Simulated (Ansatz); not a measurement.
A run on AlB$_{2}$H$_{6}$N with other settings.

```yaml
crystal:
  periodic: [false, false, false]
  atoms:
    - {symbol: B, position_ang: [-1.191548, 0.301707, -1.592363]}
    - {symbol: B, position_ang: [0.354207, -0.213350, -1.747710]}
    - {symbol: Al, position_ang: [-0.493452, -0.466585, 0.679707]}
    - {symbol: N, position_ang: [1.016646, -0.007378, 1.872739]}
    - {symbol: H, position_ang: [-2.420619, 0.783882, -1.526675]}
    - {symbol: H, position_ang: [-0.033691, 1.234997, -1.791804]}
    - {symbol: H, position_ang: [1.642616, -0.503341, -1.783665]}
    - {symbol: H, position_ang: [-1.803959, -1.441262, 1.367217]}
    - {symbol: H, position_ang: [1.926033, 0.590111, 1.576115]}
    - {symbol: H, position_ang: [1.096841, -0.335901, 2.949686]}
basis:
  gaussian: {orbitals: aug-cc-pVDZ, final_grid: {core_spheres: 20, valence_spheres: 16, degree: 47}}
hamiltonian: {xc: {name: PBE0-DH}}
accuracy: high
output: {forces: true}
```

```sh
$ ansatz run in.yaml --threads 2 --pin off --events-out ev --progress --plain --max-ram 4352MiB
```

Output, abridged:

```
Functional definition: PBE0-DH
  name "PBE0-DH"
  cite "Brémond & Adamo, J. Chem. Phys. 135, 024106 (2011) doi:10.1063/1.3604569"
  cite "Perdew, Burke & Ernzerhof, Phys. Rev. Lett. 77, 3865 (1996) doi:10.1103/PhysRevLett.77.3865"
  parameter a = 1/2
  parameter c = 1/8
  exchange = (1 - a)*pbe_x + a*exact_x
  correlation = (1 - c)*pbe_c + c*(mp2_os + mp2_ss)
3000 factors; integrals over basis functions are off by at most 3.5e-9 eV
mean field evaluation 1: about -9517.9808 eV, gradient 5.3e1 eV
mean field evaluation 2: about -9518.1236 eV, gradient 5.3e1 eV
mean field evaluation 4: about -9524.6985 eV, gradient 9.7e0 eV
mean field evaluation 8: about -9524.9945 eV, gradient 4.2e-1 eV
mean field evaluation 16: about -9524.9954 eV, gradient 3.3e-4 eV
mean field -9524.99542602 eV, -350.0371256323 hartree, gradient 3.7e-8 eV, S^2 0.000000; 0 other end points of the search recorded, 0 dependent functions left out
8 core orbitals not correlated: weight in the atoms' cores, before any rotation towards them, 1.000 or more for the frozen orbitals, at most 0.000 for the correlated occupied ones
reference -9524.99543126 eV, -350.0371258252 hartree; 10, 10 occupied and 132, 132 virtual orbitals, 3000 factors
second order -16.21671435 eV of doubles, -0.00000000 eV of singles
the calculation of the forces begins
Total energy: -9527.02252056 eV, -350.1116199827 hartree
Atom 0 at    -1.191548     0.301707    -1.592363 Å, force     2.147961    -0.101468     0.348317 eV/Å
Atom 1 at     0.354207    -0.213350    -1.747710 Å, force    -1.626368     1.280687     0.711214 eV/Å
Atom 2 at    -0.493452    -0.466585     0.679707 Å, force     0.938995     0.193593     1.122883 eV/Å
Atom 3 at     1.016646    -0.007378     1.872739 Å, force     1.067474     0.217852     0.873861 eV/Å
Atom 4 at    -2.420619     0.783882    -1.526675 Å, force     2.445489    -0.945964    -0.176891 eV/Å
Atom 5 at    -0.033691     1.234997    -1.791804 Å, force    -0.415899    -1.300200     0.418279 eV/Å
Atom 6 at     1.642616    -0.503341    -1.783665 Å, force    -2.552663     0.599501     0.069853 eV/Å
Atom 7 at    -1.803959    -1.441262     1.367217 Å, force     1.387325     0.998860    -0.683057 eV/Å
Atom 8 at     1.926033     0.590111     1.576115 Å, force    -3.158850    -2.087200     1.044228 eV/Å
Atom 9 at     1.096841    -0.335901     2.949686 Å, force    -0.233465     1.144340    -3.728688 eV/Å
Dipole moment:     0.166767     0.125974     0.099049 e Å
```

It took 32 s on 2 threads of an Arm Neoverse V2 on a shared host, with 0.76 GiB of host memory at the peak.
